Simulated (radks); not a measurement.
Valence configurations of the chlorine ion Cl+ (all share [Ne]). Method: scalar-relativistic Kohn-Sham, PBE, spin-polarised, spherical densities, finite nucleus; open shells are filled with parallel spins first; Fermi nuclear charge, rms radius 3.3654 fm; computed with a radial shooting solver on a logarithmic mesh with Libxc functionals. Order these by energy: 3s1.5 3p4.5; 3s2 3p4; 3s1 3p5; 3p6; 3s0.5 3p5.5.

Answer. From the lowest, in eV above it: 3s2 3p4 0.000; 3s1.5 3p4.5 6.293; 3s1 3p5 12.589; 3s0.5 3p5.5 19.848; 3p6 26.543. NIST lists [Ne] 3s2 3p4 as the ground configuration; this level of theory agrees among the configurations tried. The energies are those of spherical high-spin densities, not of single terms.
